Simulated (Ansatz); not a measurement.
SnF₂, relaxed as a quintet with UKS PBE-D4/def2-TZVP in Ansatz, starting from the PBE-D4/def2-TZVP geometry of the neutral singlet. Force threshold 0.02 eV/Å.

In the def2 sets Sn takes a core potential; there is no spin–orbit coupling. In the quintet, F2 and F3 lie 2.00 Å apart (atoms count from 1), so these atoms are partly bonded to each other. At PBE-D4/def2-TZVP a singlet of charge 0 lies 9.24 eV below the quintet, each at its own geometry. The structure comes from a short search, and lower isomers may exist.

Start:

```xyz
3

Sn    0.290   -0.257   -0.778
F     0.746    1.291    0.337
F    -1.036   -1.034    0.440
```

```
step  energy (eV)  largest force component (eV/Å)  SCF passes
   1  -11254.0993                           5.710          18
   2  -11255.1823                           2.122          29
   3  -11255.7175                           0.867          27
   4  -11255.9915                           0.302          27
   5  -11255.9955                           0.222          22
   6  -11256.0003                           0.035          24
   7  -11256.0004                           0.001          15
```

Force components are those of the run's own axes.

End:

```xyz
3

Sn    0.4354   -0.3855   -1.1683
F     0.3894    0.9846    0.5491
F    -0.8248   -0.5991    0.6192
```

By distances, no bond broke or formed. The bond that changes most is Sn1–F3, from 1.96 to 2.20 Å (atoms count from 1). A close non-bonded pair moves further: F2–F3, from 2.93 to 2.00 Å.

No frequencies were taken in this run, so the end may be a saddle point.

It took 5.5 s on 4 threads of Arm Neoverse V1 on a shared host.
